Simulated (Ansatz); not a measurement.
Several settings on one geometry of BH₂SF₃ (relaxed from a model of B(H2S)F3, whose bonding it doesn't keep) (that of the charge 0 singlet, PBE-D4/def2-SVP). Ansatz on 4 threads of Arm Neoverse V2 on a shared host; times are rough.

```xyz
7

B     0.146   -0.249   -1.130
S     0.127   -0.216    1.582
H     0.493    1.094    1.635
H    -1.195    0.108    1.635
F     1.473   -0.241   -1.242
F    -0.523    0.903   -1.238
F    -0.520   -1.398   -1.241
```

Totals from different functionals, basis sets or treatments of relativity can't be compared as stabilities.

DK, ANO-RCC and x2c sets are all-electron and run with scalar relativity unless a key says otherwise.

The spins typed aren't always the lowest for that charge.

(1) Give the basis size and estimate the energy, ⟨S²⟩, dipole and time of these runs.

| run | method | charge | state | further keys |
| --- | --- | --- | --- | --- |
| 1 | RKS rPW86-PBE/cc-pVDZ | 0 | singlet | scf: {omitted_lower_state_checks: [starts]}; forces asked |
| 2 | RKS PBE0-D4/x2c-TZVPPall | 0 | singlet | scf: {omitted_lower_state_checks: [starts]}; forces asked |
| 3 | UKS PBE0/def2-SVPD | 1 | doublet | final_grid: {core_spheres: 20, valence_spheres: 16, degree: 47}; forces asked |

Results:

(1) 
| run | functions | energy (Eh) | ⟨S²⟩ | dipole (D) | wall time |
| --- | --- | --- | --- | --- | --- |
| 1 | 84 | -724.8477 | – | 2.12 | 1.4 s |
| 2 | 194 | -725.0213 | – | 2.14 | 2.2 s |
| 3 | 132 | -722.7406 | 0.76 | – | 4.3 s |
